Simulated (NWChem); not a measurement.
System meant: Si3PH8, doublet; SMILES [SiH3]P([SiH3])[SiH2]

Input file for NWChem:

```
start job
memory heap 200 mb stack 900 mb global 1100 mb
geometry units angstroms noautoz
  Si     1.979420    -0.340699     0.217481
  P      0.046390    -0.016618    -0.877994
  Si    -0.663954     1.854732     0.178316
  Si    -1.239341    -1.543126     0.189241
  H      2.539779    -1.677623    -0.164768
  H      2.947132     0.737013    -0.169321
  H     -2.022808     2.184627    -0.346926
  H      0.282703     2.958043    -0.163490
  H     -0.736196     1.705887     1.664604
  H     -0.704574    -2.898352    -0.138892
  H     -1.262473    -1.365219     1.673903
  H     -2.630123    -1.415519    -0.340433
end
basis spherical
  Si library def2-svp
  P library def2-svp
  H library def2-svp
end
dft
  odft
  mult 2
  xc pbe0
  iterations 4
  mulliken
end
task dft energy
```

End of the output:

```
     --------------------------
     Expectation value of S2:
     --------------------------
      <S2> =      0.7532 (Exact =     0.7500)

 center of mass
 --------------
 x =   0.02599493 y =  -0.00009503 z =  -0.04875349

 moments of inertia (a.u.)
 ------------------
         824.719277069062           0.000000000000           0.000000000000
           0.000000000000         808.255266610801          -0.000000000000
           0.000000000000          -0.000000000000        1401.543375744817

     Multipole analysis of the density
     ---------------------------------

     L   x y z        total         alpha         beta         nuclear
     -   - - -        -----         -----         ----         -------
     0   0 0 0     -0.000000    -33.000000    -32.000000     65.000000

     1   1 0 0     -0.148636     -1.650668      1.502031      0.000000
     1   0 1 0      0.000477      0.005329     -0.004852      0.000000
     1   0 0 1      0.266486     -0.381901      0.648386     -0.000000

     2   2 0 0    -43.550464   -227.682926   -213.478381    397.610842
     2   1 1 0      0.001377      0.011102     -0.029249      0.019524
     2   1 0 1      0.105210     -0.163236      4.690833     -4.422386
     2   0 2 0    -42.888570   -228.167097   -226.430338    411.708865
     2   0 1 1      0.000219     -0.000045     -0.018506      0.018770
     2   0 0 2    -45.745325    -59.799972    -53.493022     67.547669

 ------------------------------------------------------------------------
 dft energy failed                                                                                  0
 ------------------------------------------------------------------------
 ------------------------------------------------------------------------
  current input line :
    29: task dft energy
 ------------------------------------------------------------------------
 ------------------------------------------------------------------------
 This type of error is most commonly associated with calculations not reaching convergence criteria
 ------------------------------------------------------------------------
 For more information see the NWChem manual at https://nwchemgit.github.io

0:dft energy failed:Received an Error in Communication
```

Can this run be used? If not, why, and what is the fix?

Convergence was not reached. Cause: the SCF was allowed too few iterations. This input runs:
```
start job
memory heap 200 mb stack 900 mb global 1100 mb
geometry units angstroms noautoz
  Si     1.979420    -0.340699     0.217481
  P      0.046390    -0.016618    -0.877994
  Si    -0.663954     1.854732     0.178316
  Si    -1.239341    -1.543126     0.189241
  H      2.539779    -1.677623    -0.164768
  H      2.947132     0.737013    -0.169321
  H     -2.022808     2.184627    -0.346926
  H      0.282703     2.958043    -0.163490
  H     -0.736196     1.705887     1.664604
  H     -0.704574    -2.898352    -0.138892
  H     -1.262473    -1.365219     1.673903
  H     -2.630123    -1.415519    -0.340433
end
basis spherical
  * library def2-svp
end
dft
  odft
  mult 2
  xc pbe0
  iterations 150
  mulliken
end
task dft energy
```
It converges to -1213.72214 Ha (PBE0/def2-SVP, spin-unrestricted).
